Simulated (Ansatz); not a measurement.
Born–Oppenheimer molecular dynamics of CH6BClO2 (11 atoms, charge 0, multiplicity 1). It starts at the highest image of a converged band, a first-order saddle point between two minima.

Level of theory: RKS PBE-D4/def2-SVP in Ansatz 0.2.0.

- ensemble: NVE (velocity Verlet)
- time step: 0.5 fs
- steps asked: 200
- starting velocities drawn for: 300 K
- seed: 8019

First frame:

```xyz
11
Properties=species:S:1:pos:R:3
B 0.026 -0.324 0.260
H -0.474 -1.097 1.075
Cl 1.807 -0.737 -0.076
O -0.725 0.078 -0.843
H -0.942 1.023 -0.850
O 0.110 1.083 1.326
C 1.218 2.013 1.286
H 2.181 1.483 1.410
H 1.198 2.487 0.288
H 1.065 2.784 2.066
H 0.045 0.667 2.209
```

How far do the bonds stretch over the last three quarters of this one trajectory? (Pairs bonded in most of those frames.)


```json
{"bond": "B1–H2", "mean (Å)": "1.227", "spread (Å)": "0.007", "shortest": "1.22", "longest": "1.25"}
{"bond": "B1–Cl3", "mean (Å)": "1.856", "spread (Å)": "0.047", "shortest": "1.78", "longest": "1.93"}
{"bond": "B1–O4", "mean (Å)": "1.387", "spread (Å)": "0.024", "shortest": "1.35", "longest": "1.43"}
{"bond": "O4–H5", "mean (Å)": "0.974", "spread (Å)": "0.011", "shortest": "0.95", "longest": "1.00"}
{"bond": "O6–C7", "mean (Å)": "1.446", "spread (Å)": "0.030", "shortest": "1.38", "longest": "1.50"}
{"bond": "O6–H11", "mean (Å)": "0.979", "spread (Å)": "0.009", "shortest": "0.96", "longest": "0.99"}
{"bond": "C7–H8", "mean (Å)": "1.111", "spread (Å)": "0.013", "shortest": "1.09", "longest": "1.14"}
{"bond": "C7–H9", "mean (Å)": "1.110", "spread (Å)": "0.040", "shortest": "1.05", "longest": "1.17"}
{"bond": "C7–H10", "mean (Å)": "1.109", "spread (Å)": "0.011", "shortest": "1.09", "longest": "1.13"}
```

Mean temperature of the second half: 289 K. The conserved energy stayed within 0.17 meV per atom of its start (net change 0.14 meV per atom), so the integration is sound. A run of 0.1 ps of so small a system gives no equilibrium averages. The orbitals stay closed-shell, which can raise the energy where a bond breaks towards radicals; this wasn't checked here.

Run time: 4.9 min on 2 threads of AMD EPYC 7R32 (Zen 2) (shared host), peak memory 0.15 GiB.
